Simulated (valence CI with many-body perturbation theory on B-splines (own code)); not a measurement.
Values are calculated unless marked as measured or tabulated.
Sm XLVIII in three bases

Method: relativistic CI+MBPT: five valence electrons over a frozen Dirac-Fock core [Ne], radial functions for each j: 9 s, 9 p, 8 d, 6 f, 3 g, 1 h, with the one-electron correlation potential Σ1 (screened to all orders), the two-electron term Σ2, the three-electron term Σ3, Breit, model QED; selected single and double excitations, second order for the rest, scaled by the run's own slope (own B-spline code, finite nucleus).

The last digits are not significant, and no measured levels were compared; by estimate large intervals hold to a few tenths of a per cent, small ones and those within an open d or f shell to about a per cent. Among the levels kept, up to 1200 cm⁻¹ of a level comes from second order outside the variational space, and about a tenth of that is noise between levels of different J, which matters for small intervals.

The reference run has the lowest level (3s^2 3p1/2^2 3p3/2) J=3/2 and an ionisation energy of 3974.15 eV. Its largest variational space holds 20000 state functions.

Levels are named by their leading jj configuration (3d3/2^4 stands for four electrons in 3d with j = 3/2), which in mixed levels can hold well under half, so a name can repeat and another be missing. Letters in brackets count levels of one name in rising energy.

Changed runs:
A. basis 6 s, 6 p, 5 d, 3 f, 1 g
B. basis 5 s, 5 p, 4 d, 2 f

Excitation energies of the reference run in cm⁻¹, and shifts in cm⁻¹:

| Level | Reference | A | B |
| --- | --- | --- | --- |
| (3s^2 3p1/2 3p3/2^2) J=3/2 | 1147860 | -121 | -378 |
| (3s^2 3p1/2 3p3/2^2) J=5/2 | 1226070 | +23 | +131 |
| (3s^2 3p1/2 3p3/2^2) J=1/2 | 1323800 | +65 | +276 |
| (3s^2 3p1/2^2 3d3/2) J=3/2 | 1471940 | +323 | +733 |
| (3s^2 3p1/2^2 3d5/2) J=5/2 | 1822090 | +348 | +773 |
| (3s 3p1/2^2 3p3/2^2) J=5/2 | 2223280 | -77 | -195 |
| (3s 3p1/2^2 3p3/2^2) J=3/2 | 2414130 | +9.0 | -34 |
| (3s 3p1/2^2 3p3/2^2) J=1/2 | 2414420 | -11 | +25 |
| (3s^2 3p3/2^3) J=3/2 | 2483510 | -34 | -32 |
| (3s^2 3p1/2 3p3/2 3d3/2) J=5/2 [a] | 2609000 | +214 | +361 |
| (3s^2 3p1/2 3p3/2 3d3/2) J=3/2 [a] | 2624620 | +161 | +250 |
| (3s^2 3p1/2 3p3/2 3d3/2) J=1/2 [a] | 2626930 | +123 | +113 |
| Ionisation energy (eV) | 3974.15 | -0.041 | -0.14 |
